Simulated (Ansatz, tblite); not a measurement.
Removing and adding an electron: the cluster Te5W3 (the lowest singlet isomer of a short search). The state is a singlet with charge 0. Geometry: PBE-D4/def2-SVP. Ansatz, gas phase; energy differences of separate SCF runs; the oxidised species was run as a doublet alone; the reduced species was run as a doublet alone.

```xyz
8

W     0.908   -0.918   -0.013
W    -1.128    0.563    1.108
W    -0.755    0.965   -1.149
Te   -2.699    2.486   -0.004
Te    3.330   -1.555    0.274
Te    1.204    1.780    0.515
Te   -0.085   -1.290   -2.452
Te   -0.774   -2.031    1.721
```

In the def2 sets Te, W take a core potential; there is no spin–orbit coupling. The xTB rows come from tblite. HOMO above LUMO, or a gap near zero within one spin, warns that the state may not be the lowest or that an electron is smeared out. The structure comes from a short search, and lower isomers may exist.

```
           level  −HOMO (eV)  vertical IE (eV)  −LUMO (eV)  vertical EA (eV)  HOMO–LUMO gap (eV)  IE − EA (eV)                                                                              remarks
 PBE-D4/def2-SVP        4.92              6.80        4.06              2.26                0.86          4.54  gap within one spin near zero (-1 doublet), restricted SCF unstable in HF (singlet)
PBE0-D4/def2-SVP        5.77              7.01        3.46              2.50                2.30          4.52                                              restricted SCF unstable in HF (singlet)
```

**Question.** Estimate the rows for GFN1-xTB, GFN2-xTB.

**Answer.** 
```
   level  −HOMO (eV)  vertical IE (eV)  −LUMO (eV)  vertical EA (eV)  HOMO–LUMO gap (eV)  IE − EA (eV)
GFN1-xTB        9.37             11.57        8.63              6.48                0.74          5.09
GFN2-xTB       10.21             12.70        9.80              7.34                0.41          5.37
```

   Raw xTB energy differences between charge states are shifted by several eV; the methods need an empirical correction for them. Sets without diffuse functions give affinities that are too small.
